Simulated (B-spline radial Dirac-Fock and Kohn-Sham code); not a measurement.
**Satellites and hypersatellites of the K lines of Lu²⁺**

System: lutetium as Lu²⁺, [Xe] 4f14 6s1, inside a Watson sphere of charge -2 and radius 3 Å (a model of the Madelung potential; inside it an electron's potential energy is raised by 9.6 eV).

Model: Dirac-Fock ΔSCF + Breit + QED. Program: a radial finite-basis atomic code. Each two-hole energy is an average over J within one jj subconfiguration, not an observable level; in light atoms, where LS coupling holds, the j-resolved values are not observed lines, and for a K spectator the Kα1 hypersatellite is nearly forbidden. Electron correlation is not included.

Lines without a spectator: Kα2 (K-L2) 52960.0 eV, Kα1 (K-L3) 54064.9 eV, Kβ3 (K-M2) 61042.6 eV, Kβ1 (K-M3) 61281.5 eV. Shifts in eV with one spectator hole (a dash: not computed, or left out as unreliable):

| spectator hole | Kα2 | Kα1 | Kβ3 | Kβ1 |
| --- | --- | --- | --- | --- |
| K (1s) | +922.9 | +986.5 | +1193.1 | +1207.7 |
| L2 (2p1/2) | +115.9 | +154.6 | – | +298.6 |
| L3 (2p3/2) | +91.0 | +98.5 | +230.6 | – |
| M2 (3p1/2) | – | +24.03 | +47.3 | +56.0 |
| M3 (3p3/2) | +13.77 | – | +41.4 | +41.7 |
| M4 (3d3/2) | +4.71 | +1.32 | – | – |
| M5 (3d5/2) | -0.45 | +3.34 | – | – |
